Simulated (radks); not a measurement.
Valence configurations of Nd I (all share [Xe]). Calculated with a radial shooting solver on a logarithmic mesh with Libxc functionals: scalar-relativistic Kohn-Sham, PBE, spin-polarised, spherical densities, finite nucleus; open shells are filled with parallel spins first (spin-orbit coupling, left out, can overturn this in heavy ions); Fermi nuclear charge, rms radius 4.9123 fm. Energies are relative to 4f4 6s2; eigenvalues in eV for spin up.

4f4 6s2: E (eV) 0.000; moment (Bohr magnetons) 4; e(4f) -2.556; e(6s) -3.572
4f4 5d1 6s1: E (eV) 1.002; moment (Bohr magnetons) 6; e(4f) -1.312; e(5d) -1.587; e(6s) -3.393
4f4 5d0.5 6s1.5: E (eV) 0.579; moment (Bohr magnetons) 5; e(4f) -1.902; e(5d) -1.831; e(6s) -3.498
4f4 6s1 6p1: E (eV) 1.721; moment (Bohr magnetons) 6; e(4f) -3.623; e(6p) -2.032; e(6s) -4.507
4f3.5 6s2 6p0.5: E (eV) 1.474; moment (Bohr magnetons) 4; e(4f) -6.501; e(6p) -1.869; e(6s) -4.487
4f3 5d1 6s2: E (eV) 2.442; moment (Bohr magnetons) 4; e(4f) -7.760; e(5d) -3.262; e(6s) -4.049
4f3 6s2 6p1: E (eV) 4.753; moment (Bohr magnetons) 4; e(4f) -10.878; e(6p) -2.415; e(6s) -5.354
4f3 5d1 6s1 6p1: E (eV) 4.205; moment (Bohr magnetons) 6; e(4f) -8.775; e(5d) -4.254; e(6p) -2.160; e(6s) -4.958
4f3 6s1 6p2: E (eV) 6.770; moment (Bohr magnetons) 6; e(4f) -11.754; e(6p) -3.006; e(6s) -6.119
4f4.5 6s1.5: E (eV) 0.903; moment (Bohr magnetons) 5; e(4f) -0.136; e(6s) -3.306

NIST lists [Xe] 4f4 6s2 as the ground configuration; this level of theory agrees among the configurations tried. The energies are those of spherical high-spin densities, not of single terms.
